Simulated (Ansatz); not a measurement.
`BB(C)O` + NH₃ → `CB(N)O` + BH₃ at 298.15 K and 1 bar (cleavage of the B–B bond).

Gas-phase electronic energies from Ansatz, PBE0-D4/def2-TZVP geometries. CCSD(T)/CBS adds triple-zeta CCSD(T) − MP2 to the extrapolated MP2 energy (def2 sets, frozen cores). This one scheme is used for every species. One conformer a species, not always the lowest.

| species | CCSD(T)/CBS energy (Eh) | H − E (kJ/mol) | S (J/(mol·K)) |
| --- | --- | --- | --- |
| `BB(C)O` | -166.44417 | 216.1 | 315.3 |
| NH₃ | -56.50880 | 100.5 | 192.4 |
| `CB(N)O` | -196.45123 | 235.2 | 302.4 |
| BH₃ | -26.55200 | 78.7 | 188.3 |

H − E and S are ideal-gas, rigid-rotor, harmonic terms from PBE0-D4/def2-TZVP, for one conformer and one mirror image of each species. 1 Eh = 2625.50 kJ/mol, R = 8.31446 J/(mol·K).

Question: By hand: ΔE, ΔH, ΔS and ΔG.

Answer: ΔE = (-196.45123) + (-26.55200) − (-166.44417) − (-56.50880) = -0.05026 Eh = -132.0 kJ/mol. Δ(H − E) = 235.2 + 78.7 − 216.1 − 100.5 = -2.7, so ΔH = -134.7 kJ/mol. ΔS = 302.4 + 188.3 − 315.3 − 192.4 = -17.0 J/(mol·K). ΔG = -134.7 − 298.15 × (-17.0)/1000 = -129.6 kJ/mol.

Question: By hand: the equilibrium constant, and the temperature at which ΔG would vanish if ΔH and ΔS stayed fixed.

Answer: log₁₀ K = −ΔG/(RT ln 10) = 22.7. ΔG = 0 at ΔH/ΔS = 7924 K, far beyond where these terms or the molecules hold.

ΔH outweighs TΔS. A doubt of 5 kJ/mol in ΔE shifts log₁₀ K by 0.9 here. Other conformers and mirror images would add mixing entropy, several J/(mol·K) or more a flexible species. Modes under 60 cm⁻¹, often nearly free rotors, make the harmonic entropy too high. These are equilibria of isolated gas molecules and say nothing of rates. Largest T1 diagnostic: 0.012 (customary marks: 0.02 for closed shells, 0.045 for open ones).
